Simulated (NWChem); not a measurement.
# Correlation energy of phosphorus nitride (NP)

```
N
P 1 1.4886
```
Charge 0, spin multiplicity 1.

The numbers come from NWChem runs, not from measurements. All single points use one geometry, from PBE0/def2-SVP, a minimum by its harmonic frequencies.

Basis set: 6-311G**. Each correlation energy counts from its own Hartree-Fock reference.

The correlated methods keep 6 core orbitals frozen. The Pople sets run with spherical d functions. Coupled-cluster values serve here as a point of comparison, not as the truth.

```
method        correlation energy (mHa)
------------  ------------------------
MP2                                ___
SCS-MP2                         -291.3
CR-CCSD[T]                      -314.1
CR-CCSD(T)                      -313.1
CCSD                            -299.9
CCSD+T(CCSD)                    -318.3
CCSD(T)                            ___
```

Problem. Some entries are withheld; supply them.

Solution. 
- MP2, correlation energy (mHa): -300.2
- CCSD(T), correlation energy (mHa): -317.0
